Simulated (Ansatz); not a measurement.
Ansatz (a first-principles code) job for Ga(Me)2 (C2H6Ga), SMILES [Ga+]([CH3])[CH3], charge +1, r2SCAN-D4/def2-SVP. 

Ansatz 0.2 input:
```yaml
crystal:
  periodic: [false, false, false]
  atoms:
    - {symbol: Ga, position_ang: [0.00000000, 0.00000000, -0.00000000]}
    - {symbol: C, position_ang: [-0.00000000, -0.00000000, -2.05796285]}
    - {symbol: H, position_ang: [0.90625383, 0.50499000, -2.40880069]}
    - {symbol: H, position_ang: [-0.89046109, 0.53234384, -2.40880069]}
    - {symbol: H, position_ang: [-0.01579274, -1.03733384, -2.40880069]}
    - {symbol: C, position_ang: [0.00000000, 0.00000000, 2.05796285]}
    - {symbol: H, position_ang: [0.90625383, -0.50499000, 2.40880070]}
    - {symbol: H, position_ang: [-0.89046109, -0.53234384, 2.40880069]}
    - {symbol: H, position_ang: [-0.01579275, 1.03733384, 2.40880069]}
basis:
  gaussian:
    orbitals: def2-SVP
hamiltonian:
  xc: r2scan
  dispersion: d4
total_charge: 1
relax: {f_tol: 0.002, max_steps: 200}
```

It prints:

```
WARN ansatz: RAYON_NUM_THREADS=1 ignored (pool sized by the plan → 1); use --threads N
Functional definition: r2SCAN
integrals: 0.04 GiB planned
1019 factors; their error is unknown
mean field: 0.22 GiB planned
mean field evaluation 1: about -54511.4821 eV, gradient 9.2e1 eV
mean field evaluation 2: about -54477.0652 eV, gradient 1.3e2 eV
mean field evaluation 4: about -54532.5933 eV, gradient 1.1e1 eV
mean field evaluation 8: about -54532.7455 eV, gradient 2.8e-1 eV
mean field evaluation 16: about -54532.7051 eV, gradient 9.0e-5 eV
mean field -54532.70508307 eV, -2004.0399482078 hartree, gradient 2.9e-6 eV, S^2 0.000000; 0 other end points of the search recorded, 0 dependent functions left out
the calculation of the forces begins
reference -54532.70509374 eV, -2004.0399485998 hartree; 24, 24 occupied and 66, 66 virtual orbitals, 1019 factors
relax step   1: F+E_penalty+E_count = -54532.72844358 eV  Δ(F+E_penalty+E_count) = +0.000e0 eV  max|allowed force component| = 1.534e0 eV/Å  Δτ_max = 0.0000 Å  (30 SCF iters, accepted)
these checks for a lower state are left out or cut short: starts, cluster_reference, orbital_swaps, neighbouring_geometries, increment
integrals: 0.04 GiB planned
1019 factors; their error is unknown
mean field: 0.23 GiB planned
mean field -54532.95365559 eV, -2004.0490830795 hartree, gradient 9.4e-6 eV, S^2 0.000000; 0 other end points of the search recorded, 0 dependent functions left out
the calculation of the forces begins
reference -54532.95366608 eV, -2004.0490834648 hartree; 24, 24 occupied and 66, 66 virtual orbitals, 1019 factors
relax step   2: F+E_penalty+E_count = -54532.97757978 eV  Δ(F+E_penalty+E_count) = -2.491e-1 eV  max|allowed force component| = 9.722e-1 eV/Å  Δτ_max = 0.1212 Å  (29 SCF iters, accepted)
these checks for a lower state are left out or cut short: starts, cluster_reference, orbital_swaps, neighbouring_geometries, increment
integrals: 0.04 GiB planned
1019 factors; their error is unknown
mean field: 0.23 GiB planned
mean field evaluation 32: about -54532.9977 eV, gradient 5.7e-4 eV
mean field -54532.99773786 eV, -2004.0507030728 hartree, gradient 2.0e-5 eV, S^2 0.000000; 0 other end points of the search recorded, 0 dependent functions left out
the calculation of the forces begins
reference -54532.99774828 eV, -2004.0507034558 hartree; 24, 24 occupied and 66, 66 virtual orbitals, 1019 factors
relax step   3: F+E_penalty+E_count = -54533.02194094 eV  Δ(F+E_penalty+E_count) = -4.436e-2 eV  max|allowed force component| = 5.896e-2 eV/Å  Δτ_max = 0.0579 Å  (28 SCF iters, accepted)
these checks for a lower state are left out or cut short: starts, cluster_reference, orbital_swaps, neighbouring_geometries, increment
integrals: 0.04 GiB planned
1019 factors; their error is unknown
mean field: 0.23 GiB planned
mean field -54533.00043352 eV, -2004.0508021366 hartree, gradient 1.6e-5 eV, S^2 0.000000; 0 other end points of the search recorded, 0 dependent functions left out
the calculation of the forces begins
reference -54533.00044396 eV, -2004.0508025202 hartree; 24, 24 occupied and 66, 66 virtual orbitals, 1019 factors
relax step   4: F+E_penalty+E_count = -54533.02459168 eV  Δ(F+E_penalty+E_count) = -2.651e-3 eV  max|allowed force component| = 2.994e-2 eV/Å  Δτ_max = 0.0138 Å  (30 SCF iters, accepted)
these checks for a lower state are left out or cut short: starts, cluster_reference, orbital_swaps, neighbouring_geometries, increment
integrals: 0.04 GiB planned
1019 factors; their error is unknown
mean field: 0.23 GiB planned
mean field -54533.00054513 eV, -2004.0508062380 hartree, gradient 1.4e-5 eV, S^2 0.000000; 0 other end points of the search recorded, 0 dependent functions left out
the calculation of the forces begins
reference -54533.00055557 eV, -2004.0508066217 hartree; 24, 24 occupied and 66, 66 virtual orbitals, 1019 factors
relax step   5: F+E_penalty+E_count = -54533.02469792 eV  Δ(F+E_penalty+E_count) = -1.062e-4 eV  max|allowed force component| = 1.108e-3 eV/Å  Δτ_max = 0.0028 Å  (24 SCF iters, accepted)
integrals: 0.04 GiB planned
1019 factors; their error is unknown
mean field: 0.23 GiB planned
mean field evaluation 64: about -54533.0005 eV, gradient 2.2e-3 eV
mean field -54533.00054513 eV, -2004.0508062380 hartree, gradient 1.4e-5 eV, S^2 0.000000; 1 other end points of the search recorded, 0 dependent functions left out
the calculation of the forces begins
reference -54533.00055557 eV, -2004.0508066217 hartree; 24, 24 occupied and 66, 66 virtual orbitals, 1019 factors
Total energy: -54533.02470837 eV, -2004.0516942207 hartree
Atom 0 at    -0.000007     0.000000     0.000000 Å, force     0.000002    -0.000000     0.000000 eV/Å
Atom 1 at    -0.000001     0.000000    -1.903773 Å, force    -0.000001     0.000004     0.001107 eV/Å
Atom 2 at     0.908297     0.504160    -2.271275 Å, force     0.000801     0.000392    -0.000330 eV/Å
Atom 3 at    -0.890762     0.534527    -2.271285 Å, force    -0.000741     0.000497    -0.000328 eV/Å
Atom 4 at    -0.017531    -1.038687    -2.271280 Å, force    -0.000059    -0.000891    -0.000327 eV/Å
Atom 5 at    -0.000001    -0.000000     1.903773 Å, force    -0.000001    -0.000004    -0.001108 eV/Å
Atom 6 at     0.908297    -0.504160     2.271275 Å, force     0.000801    -0.000392     0.000330 eV/Å
Atom 7 at    -0.890762    -0.534527     2.271285 Å, force    -0.000741    -0.000497     0.000328 eV/Å
Atom 8 at    -0.017531     1.038687     2.271280 Å, force    -0.000059     0.000891     0.000327 eV/Å
Dipole moment:    -0.000000    -0.000000     0.000000 e Å
```

Self-consistency was reached.

Cost: around 16 core-seconds (rough).
